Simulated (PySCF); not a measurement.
## Excitation energy of Sb⁺ by level of theory

Sb⁺ [Kr] 4d10 5s2 5p2 (3P) → Sb⁺ [Kr] 4d10 5s1 5p2 5d1 (high-spin determinant), as a difference of total energies. Calculation: PySCF 2.14, in aug-cc-pwCVTZ-DK3 (10s9p7d4f1g, 109 functions); scalar relativity by spin-free X2C-1e. Correlated levels: valence: [Kr] 4d10 frozen; valence and next inner shell: [Ar] 3d10 frozen. The calculations carry no spin-orbit coupling.

```csv
method,excitation energy (cm⁻¹)
UHF,116890
LDA,132990
PBE,129780
PBE0,128420
r2SCANh,127760
MP2 (valence),123580
SCS-MP2 (valence),126700
MP2 (valence and next inner shell),132250
SCS-MP2 (valence and next inner shell),133660
```

A first-order spin-orbit estimate (lowest level to lowest level, LS coupling) adds 0.072 eV.

The promoted electron is Rydberg-like, and one or two diffuse shells describe it only roughly, which tends to raise the upper state.

The determinant of the upper state mixes LS terms, which raises its energy above the lowest term, most at the Hartree-Fock and MP2 levels.
